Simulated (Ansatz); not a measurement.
Species: sum formula Si₂H₃Cl₂ (charge -1, singlet). It need not be the lowest isomer of its formula. Whether it binds its extra electron was not tested at this geometry. 
Coordinates optimised at B3LYP-D3(BJ)/def2-TZVP (Ansatz, a first-principles code):
```xyz
7

Cl     2.1124    -1.4810    -0.1788
Si     1.2850     0.5247     0.4819
Si    -0.8751    -0.2379    -0.1499
Cl    -2.3856     1.2962     0.0040
H      1.4488     1.2021    -0.8819
H     -1.1112    -0.7685    -1.5285
H     -1.4321    -1.3074     0.7355
```
Charge -1, spin multiplicity 1.

Total electronic energies in hartree. Valence correlation only, unless marked. Spin-orbit coupling is left out. No relativistic terms. Basis-set limits of correlation are two-point, X^-3; Hartree-Fock from the larger set.

| level | program | energy (Eh) |
|---|---|---|
| HF/6-31G | Ansatz | -1498.54704 |
| HF/cc-pVTZ | Ansatz | -1498.79215 |
| HF/cc-pwCVTZ | Ansatz | -1498.79841 |
| PBE-D3(BJ)/def2-TZVPD | Ansatz + dftd3 | -1500.70552 |
| r2SCAN-D3(BJ)/def2-TZVPD | Ansatz + dftd3 | -1501.26058 |
| B3LYP-D4/def2-TZVPD | Ansatz + dftd4 | -1501.46334 |
| r2SCANh/def2-TZVPD | Ansatz | -1501.25212 |
| CAM-B3LYP-D4/def2-TZVPD | Ansatz + dftd4 | -1501.41832 |
| B2GP-PLYP/def2-TZVPD | Ansatz | -1500.68768 |
| B2PLYP-D4/def2-TZVPD | Ansatz + dftd4 | -1500.87088 |
| MP2/cc-pwCVTZ | Ansatz | -1499.43656 |
| MP2/aug-cc-pV(Q+d)Z | Ansatz | -1499.51027 |
| SCS-MP2/aug-cc-pV(Q+d)Z | Ansatz | -1499.51872 |
| CCSD(T)/cc-pV(5+d)Z | Ansatz | -1499.61640 |
| CCSD(T)/CBS(aug-cc-pV(T+d)Z,aug-cc-pV(Q+d)Z) | Ansatz | -1499.6378 |

Totals of different functionals don't rank their quality; only differences between species are comparable.
